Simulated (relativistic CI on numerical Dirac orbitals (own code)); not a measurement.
Energy levels of Ta XVI

Computed by Dirac-Coulomb-Breit CI, separate exchange-only KLI orbitals for each configuration, model QED (radiative potential, 1s self-energy scaled to tabulated hydrogen-like ionisation energies), unscaled Slater integrals (own radial code, finite nucleus).

CI space (outside the closed core [Ar] 3d10): 4s²4p⁶4d¹⁰4f¹¹5s, 4s²4p⁶4d¹⁰4f¹², 4s²4p⁶4d¹⁰4f¹⁰5s², 4s²4p⁶4d¹⁰4f¹¹5p, 4s²4p⁶4d¹⁰4f⁹5s²5p, 4s²4p⁶4d¹⁰4f¹⁰5s5p, 4s²4p⁶4d¹⁰4f¹⁰5p², 4s²4p⁶4d¹⁰4f¹¹5d, 4s²4p⁶4d¹⁰4f⁹5s²5d, 4s²4p⁶4d¹⁰4f¹¹5f, 4s²4p⁶4d¹⁰4f⁹5s²6s, 4s²4p⁶4d⁹4f¹²5s, 4s²4p⁶4d¹⁰4f¹¹5g, 4s²4p⁶4d¹⁰4f¹⁰5s6s, 4s²4p⁶4d¹⁰4f¹¹6s, 4s²4p⁶4d⁹4f¹³, 4s²4p⁶4d¹⁰4f¹¹6p, 4s²4p⁶4d⁸4f¹³5s, 4s²4p⁶4d¹⁰4f¹⁰5s7s, 4s²4p⁶4d¹⁰4f¹¹7s, 4s²4p⁶4d¹⁰4f¹⁰6s², 4s²4p⁶4d¹⁰4f¹¹8s, 4s²4p⁵4d¹⁰4f¹³, 4s4p⁶4d¹⁰4f¹³, 4p⁶4d¹⁰4f¹³5s, 4p⁶4d¹⁰4f¹²5s². Levels of other configurations are missing.

```tsv
No.	Configuration	Term	J	E (cm⁻¹)	%	Lifetime (s)	jj configuration (%)
41	4s²4p⁶4d¹⁰4f¹¹5s	⁵I°	5	75977.4	68	3.12e-02	4f7/2^5 5s (34)
42	4s²4p⁶4d¹⁰4f¹⁰5s²	³P	2	76089.6	33	4.89e-03	4f5/2^4 4f7/2^6 (59)
43	4s²4p⁶4d¹⁰4f¹⁰5s²	³M	9	76194.9	87	1.16e-02	4f5/2^4 4f7/2^6 (96)
44	4s²4p⁶4d¹⁰4f¹⁰5s²	³I	6	77063.3	79	1.07e-02	4f5/2^4 4f7/2^6 (45)
45	4s²4p⁶4d¹⁰4f¹⁰5s²	³H	5	77373.2	51	2.51e-03	4f5/2^3 4f7/2^7 (52)
46	4s²4p⁶4d¹⁰4f¹⁰5s²	³F	4	77761.9	68	2.11e-03	4f5/2^4 4f7/2^6 (59)
47	4s²4p⁶4d¹⁰4f¹¹5s	³I°	7	78031.8	82	8.81e-03	4f5/2^5 4f7/2^6 5s (58)
48	4s²4p⁶4d¹⁰4f¹¹5s	⁵I°	4	79687.3	61	2.28e-02	4f5/2^5 4f7/2^6 5s (34)
49	4s²4p⁶4d¹⁰4f¹¹5s	⁵F°	5	80001.1	60	7.07e-03	4f7/2^5 5s (72)
50	4s²4p⁶4d¹⁰4f¹⁰5s²	³D	1	83459.1	45	3.97e-03	4f5/2^3 4f7/2^7 (62)
51	4s²4p⁶4d¹⁰4f¹¹5s	³H°	6	84582.7	47	7.61e-03	4f7/2^5 5s (55)
52	4s²4p⁶4d¹⁰4f¹⁰5s²	³G	3	85015.8	37	6.47e-03	4f5/2^3 4f7/2^7 (53)
53	4s²4p⁶4d¹⁰4f¹⁰5s²	³F	4	85205.0	39	6.15e-03	4f5/2^4 4f7/2^6 (42)
54	4s²4p⁶4d¹⁰4f¹⁰5s²	¹I	6	86975.1	48	4.75e-03	4f5/2^5 4f7/2^5 (53)
55	4s²4p⁶4d¹⁰4f¹⁰5s²	⁵D	2	87906.9	58	1.13e-02	4f5/2^4 4f7/2^6 (43)
56	4s²4p⁶4d¹⁰4f¹¹5s	⁵S°	2	88335.4	71	8.65e-02	4f7/2^5 5s (57)
57	4s²4p⁶4d¹⁰4f¹¹5s	⁵F°	4	88337.8	58	9.02e-03	4f5/2^5 4f7/2^6 5s (53)
58	4s²4p⁶4d¹⁰4f¹⁰5s²	³H	4	88762.9	60	1.02e-02	4f5/2^5 4f7/2^5 (60)
59	4s²4p⁶4d¹⁰4f¹⁰5s²	⁵D	3	88932.7	46	7.19e-03	4f5/2^4 4f7/2^6 (44)
60	4s²4p⁶4d¹⁰4f¹⁰5s²	³M	8	90215.8	60	5.20e-03	4f5/2^3 4f7/2^7 (75)
61	4s²4p⁶4d¹⁰4f¹⁰5s²	⁵D	0	91164.2	88	1.85e-02	4f5/2^4 4f7/2^6 (72)
62	4s²4p⁶4d¹⁰4f¹⁰5s²	⁵D	1	91806.3	74	9.24e-03	4f5/2^5 4f7/2^5 (40)
63	4s²4p⁶4d¹⁰4f¹⁰5s²	¹D	2	92570.3	29	4.72e-03	4f5/2^3 4f7/2^7 (56)
64	4s²4p⁶4d¹⁰4f¹¹5s	⁵F°	1	94227.6	52	7.38e-03	4f7/2^5 5s (64)
65	4s²4p⁶4d¹⁰4f¹¹5s	³I°	5	94282.2	40	4.04e-03	4f5/2^5 4f7/2^6 5s (76)
66	4s²4p⁶4d¹⁰4f¹⁰5s²	³H	5	94513.3	38	4.85e-03	4f5/2^4 4f7/2^6 (53)
67	4s²4p⁶4d¹⁰4f¹¹5s	⁵F°	3	94546.2	86	8.54e-03	4f5/2^5 4f7/2^6 5s (66)
68	4s²4p⁶4d¹⁰4f¹¹5s	³I°	6	95064.2	50	1.88e-03	4f5/2^5 4f7/2^6 5s (48)
69	4s²4p⁶4d¹⁰4f¹¹5s	⁵F°	2	96147.6	72	1.67e-02	4f5/2^5 4f7/2^6 5s (63)
70	4s²4p⁶4d¹⁰4f¹¹5s	³H°	5	96586.7	42	1.24e-03	4f7/2^5 5s (41)
71	4s²4p⁶4d¹⁰4f¹⁰5s²	¹H	5	96636.2	46	6.91e-03	4f5/2^4 4f7/2^6 (59)
72	4s²4p⁶4d¹⁰4f¹⁰5s²	¹K	7	96707.4	62	5.02e-03	4f5/2^5 4f7/2^5 (56)
73	4s²4p⁶4d¹⁰4f¹¹5s	⁵F°	4	98162.5	34	2.85e-03	4f5/2^5 4f7/2^6 5s (37)
74	4s²4p⁶4d¹⁰4f¹⁰5s²	³F	3	98206.1	56	2.38e-03	4f5/2^3 4f7/2^7 (49)
75	4s²4p⁶4d¹⁰4f¹⁰5s²	¹D	2	98541.0	44	2.32e-03	4f5/2^3 4f7/2^7 (45)
76	4s²4p⁶4d¹⁰4f¹⁰5s²	³G	4	101779.6	54	5.57e-03	4f5/2^5 4f7/2^5 (45)
77	4s²4p⁶4d¹⁰4f¹⁰5s²	³G	3	102513.3	43	3.76e-03	4f5/2^5 4f7/2^5 (36)
78	4s²4p⁶4d¹⁰4f¹¹5s	⁵G°	5	103347.2	44	3.00e-03	4f5/2^5 4f7/2^6 5s (70)
79	4s²4p⁶4d¹⁰4f¹⁰5s²	¹G	4	103467.6	30	2.28e-03	4f5/2^2 4f7/2^8 (44)
80	4s²4p⁶4d¹⁰4f¹¹5s	³H°	6	105151.5	45	1.16e-03	4f5/2^4 4f7/2^7 5s (52)
81	4s²4p⁶4d¹⁰4f¹⁰5s²	³H	6	105406.4	56	4.28e-03	4f5/2^4 4f7/2^6 (47)
82	4s²4p⁶4d¹⁰4f¹¹5s	³S°	1	105781.9	46	5.62e-03	4f5/2^5 4f7/2^6 5s (64)
83	4s²4p⁶4d¹⁰4f¹⁰5s²	³F	2	105947.8	85	5.59e-03	4f5/2^5 4f7/2^5 (53)
84	4s²4p⁶4d¹⁰4f¹¹5s	³G°	3	106304.3	53	1.79e-03	4f5/2^5 4f7/2^6 5s (73)
85	4s²4p⁶4d¹⁰4f¹⁰5s²	³K	8	106958.4	75	1.89e-03	4f5/2^5 4f7/2^5 (64)
```

Energies count from the lowest computed level; ° marks odd parity; lifetimes are radiative, by E1, M1, E2, M2 decay to levels of this space only. Filled j subshells are mostly left out of the jj labels.

The mean weight of the leading LS term, summed over parents, in these 45 levels is 56 %, and that of the leading jj configuration (from the same eigenvectors) 55 %.

At this charge transitions that keep the count of f electrons are usually good to a few per cent. Terms inside the open d or f shell come out 10 to 20 % too wide with unscaled integrals. Levels and lines within the n = 5 or 6 shells can be off by up to 10 % or somewhat more, and those that change n by about 2 %, since core polarisation is missing. Levels that differ in their count of f electrons can be misplaced by several ten thousand cm⁻¹, since the correlation energy of f electrons is missing or only estimated; rates across such gaps can be off by orders of magnitude. The computed lowest level isn't the tabulated ground level, which NIST ASD gives as 4f11 5s 5I°8; for such ions that label comes from theory and may be the wrong one.

LS names give the leading component of a level, which can be under half, so a name can repeat, a term be missing and a line seem to break the LS rules.
